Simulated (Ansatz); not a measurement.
Job for Ansatz (a first-principles code): R-CCSD(T)/aug-cc-pVDZ on AsH5O (a complex), monomers drawn apart or pushed together. The run froze 15 orbitals, filled d shells among them.

Ansatz 0.2 input:
```yaml
crystal:
  periodic: [false, false, false]
  atoms:
    - {symbol: O, position_ang: [-0.04880423, 0.63243907, -0.59994090]}
    - {symbol: H, position_ang: [-0.91007277, 0.30571641, -0.87872982]}
    - {symbol: H, position_ang: [-0.00101452, 0.43945104, 0.34582986]}
    - {symbol: As, position_ang: [0.26861935, -0.57358022, 3.26371895]}
    - {symbol: H, position_ang: [-0.16110984, 0.11631176, 4.54978564]}
    - {symbol: H, position_ang: [1.68290464, -0.81704927, 3.76704491]}
    - {symbol: H, position_ang: [-0.22176215, -1.93544112, 3.73322580]}
basis:
  gaussian:
    orbitals: aug-cc-pVDZ
magnetization: {spin_polarized: false}
correlation: {method: ccsd_t, electrons: outside_noble_gas}
scf: {lower_state_search: off}
```

The log:

```
WARN ansatz: RAYON_NUM_THREADS=1 ignored (pool sized by the plan → 1); use --threads N
Functional definition: HF
these checks for a lower state are left out or cut short: stability, starts, cluster_reference, orbital_swaps, neighbouring_geometries, increment
integrals: 0.15 GiB planned
1060 factors; integrals over basis functions are off by at most 7.6e-4 eV
mean field: 0.29 GiB planned
mean field evaluation 1: about -62908.7173 eV, gradient 3.4e1 eV
mean field evaluation 2: about -62908.7513 eV, gradient 3.4e1 eV
mean field evaluation 4: about -62911.1503 eV, gradient 2.3e0 eV
mean field evaluation 8: about -62911.1826 eV, gradient 1.0e-1 eV
mean field -62911.18267798 eV, -2311.9433206847 hartree, gradient 5.6e-6 eV, S^2 0.000000; 0 other end points of the search recorded, 0 dependent functions left out
15 core orbitals not correlated
reference -62911.18267798 eV, -2311.9433206847 hartree; 8, 8 occupied and 81, 81 virtual orbitals, 1060 factors
second order -9.58455748 eV of doubles, -0.00000000 eV of singles
coupled cluster: 0.34 GiB planned
cycle   1  -10.19690894 eV  change   -6.1e-1 eV  update   7.8e-2
cycle   2  -10.50140929 eV  change   -3.0e-1 eV  update   2.4e-2
cycle   3  -10.56333867 eV  change   -6.2e-2 eV  update   1.1e-2
cycle   4  -10.55994889 eV  change    3.4e-3 eV  update   2.8e-3
cycle   5  -10.55962776 eV  change    3.2e-4 eV  update   9.4e-4
cycle   6  -10.55958341 eV  change    4.4e-5 eV  update   3.1e-4
cycle   7  -10.55943126 eV  change    1.5e-4 eV  update   1.1e-4
cycle   8  -10.55941692 eV  change    1.4e-5 eV  update   4.2e-5
cycle   9  -10.55943186 eV  change   -1.5e-5 eV  update   1.6e-5
perturbative correction -0.26368399 eV, -0.0096902080 hartree
Total energy: -62922.00579384 eV, -2312.3410628562 hartree
Checks for a lower state left out: stability, starts, cluster_reference, orbital_swaps, neighbouring_geometries, increment
```

The run converged.

Cost: about 5 core-seconds (a rough figure).
